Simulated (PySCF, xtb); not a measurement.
C₃H₆N₂Si, SMILES N#CC/C=N/[SiH3]. The values are those of a single conformer.

Harmonic wavenumbers (cm⁻¹) from xtb with GFN2-xTB at its own minimum, in rising order: 45, 103, 156, 164, 228, 378, 383, 503, 556, 604, 750, 758, 799, 801, 860, 944, 993, 1052, 1102, 1229, 1335, 1392, 1777, 2221, 2290, 2301, 2410, 2834, 2945, 2983.

**Question.** What does PBE-D3(BJ)/def2-SVP (PySCF) give at its own minimum? (Estimate from the structure and the level; the computed values follow.)

**Answer.** 49, 99, 160, 170, 232, 352, 374, 507, 657, 677, 731, 810, 900, 906, 913, 957, 976, 1033, 1150, 1227, 1342, 1356, 1722, 2123, 2187, 2192, 2298, 2884, 2966, 3047. Paired by order, the mean absolute difference is 44 cm⁻¹ and the zero-point energies are 49.9 and 50.0 kcal/mol.
